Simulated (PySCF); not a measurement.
**Spinor energies of Te(3+) (tellurium, charge +3)**

Start: [Kr] 4d10 5s2 5p1; 5p3/2 filled at m_j = +3/2. Calculated with PySCF 2.14 in x2c-TZVPall-2c: generalised Hartree-Fock with the X2C-1e Hamiltonian and a Gaussian nucleus; one run each with spin-orbit coupling (SO) switched off, then screened by Boettger's factors. This is a chosen level, not necessarily the ground level.

```tsv
spinor shell	electrons	ε, spin-free (eV)	ε, screened SO (eV)	weight of nominal j (screened SO)	rms radius, screened SO (bohr)
1s1/2	2	-32004.4	-32001.1	1.000	0.0318
2s1/2	2	-5031.8	-5030.9	1.000	0.130
2p1/2	2	-4513.1	-4703.9	1.000	0.112
2p3/2	4	-4513.1	-4426.9	1.000	0.117
3s1/2	2	-1068.0	-1067.8	1.000	0.343
3p1/2	2	-895.27	-931.95	1.000	0.336
3p3/2	4	-895.27	-878.72	1.000	0.347
3d3/2	4	-634.81	-641.31	1.000	0.320
3d5/2	6	-634.81	-630.41	1.000	0.323
4s1/2	2	-224.23	-224.28	1.000	0.814
4p1/2	2	-168.10	-175.14	1.000	0.859
4p3/2	4	-168.10	-165.04	1.000	0.886
4d3/2	4	-83.832	-84.845	0.993	1.03
4d5/2	6	-83.832	-83.284	0.995	1.04
5s1/2	2	-46.496	-46.539	1.000	2.07
5p3/2	1	-36.264	-35.895	1.000	2.42
```

| quantity | spin-free | screened SO |
| --- | --- | --- |
| E (hartree) | -6788.01080 | -6789.88045 |
| M_J | 3/2 | 3/2 |
| ⟨J²⟩ | 3.757 | 3.757 |
| ⟨L²⟩ | 2.005 | 2.025 |
| ⟨S²⟩ | 0.752 | 0.772 |

Each row is a mean over spinors that exchange with the open shell spreads, by up to 2.595 eV (5s1/2).

Breit and QED terms are absent; they matter most for the inner s and p1/2 levels.

Densities and radii are taken from the X2C orbitals without a picture-change correction, which distorts them close to the nucleus.

Without spin-orbit coupling the j labels of p, d and f shells carry no meaning; the spin-free column gives the mean over the occupied spinors of each nl shell.
